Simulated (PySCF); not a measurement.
Ti(F)4 anion (F₄Ti), SMILES [F][Ti]([F])([F])[F] (connectivity only; charge and spin as stated), charge -1, multiplicity 2.

Geometry: B3LYP-D3(BJ)/def2-SVPD. The spin state was assumed, not searched. The isomer is the one that the SMILES or the coordinates give; other isomers of the formula were not compared.

Level of theory: PBE0/def2-SVPD (PySCF).

Gas-phase values at a fixed geometry.

Task: Estimate the frontier levels, dipole moment and polarisability. (The exact figures need the calculation; the answer reports its results.)

Result: 
The α spin, highest occupied and lowest empty level is -0.46 and 3.75 eV, the β spin, highest occupied and lowest empty level comes out as -5.59 and 3.76 eV and the dipole moment about the centre of nuclear charge comes out as 0.00 D. The mean static polarisability is 38.0 bohr³ (5.64 Å³). The polarisability, principal values is 37.2, 38.5, 38.5 bohr³. The ⟨S²⟩ comes out as 0.752 (pure state 0.75).
